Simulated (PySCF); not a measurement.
GaF, SMILES [F][Ga] (connectivity only; charge and spin as stated), neutral, multiplicity 1.

Coordinates come from a B3LYP-D3(BJ)/def2-TZVPD optimisation.

Two levels are set side by side: PBE/def2-TZVPD (PySCF) and ωB97X/def2-TZVPD (PySCF). Same geometry, gas phase. Differences are taken from unrounded values.

```csv
quantity,ωB97X,PBE,PBE minus ωB97X
orbital gap (eV),10.56,4.64,-5.92
highest occupied level (eV),-10.19,-6.83,3.36
lowest empty level (eV),0.37,-2.18,-2.56
dipole moment (D),2.45,2.31,-0.14
mean polarisability (bohr³),33.4,34.2,0.8
```

PBE's occupied levels lie high since its potential decays too fast outside the molecule; exact exchange lowers them and widens the gap. Differences between two approximate levels are no errors against the true value.

Rough cost on one machine, each run with all the roots and properties that it gave: ωB97X against PBE within a factor of 2.
